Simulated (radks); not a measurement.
Task: These are the eigenvalues of the occupied orbitals of an atom or ion with whole-number occupations (eV). Method: non-relativistic Kohn-Sham, TPSS, spin-polarised, spherical densities, point nucleus; meta-GGA in the generalised Kohn-Sham scheme; computed with a radial shooting solver on a logarithmic mesh with Libxc functionals.

1s down: -79291.18
1s up: -79291.17
2s up: -13563.98
2s down: -13563.80
2p up: -13067.28
2p down: -13067.14
3s up: -3420.112
3s down: -3420.060
3p up: -3184.380
3p down: -3184.319
3d up: -2746.370
3d down: -2746.242
4s up: -945.5651
4s down: -945.4613
4p up: -841.7751
4p down: -841.6518
4d up: -650.7515
4d down: -650.5767
4f up: -392.1766
4f down: -391.9395
5s up: -339.4687
5s down: -338.1184
5p up: -301.5929
5p down: -300.1916
5d up: -236.0719

Which element is it, and in what charge state? The configuration may be excited. Open shells, if any, are filled with parallel spins first.

Result: Z = 82, lead, charge +13: Pb13+ in [Xe] 4f14 5d1. The list shows which subshells hold electrons but not how many an open one holds; the 1s level, -2913.9 hartree, gives Z - s = 76.3 by -(Z - s)^2/2, which with screening narrows Z to a few neighbours, and the depths of the outer levels then fix element, charge and occupations together.
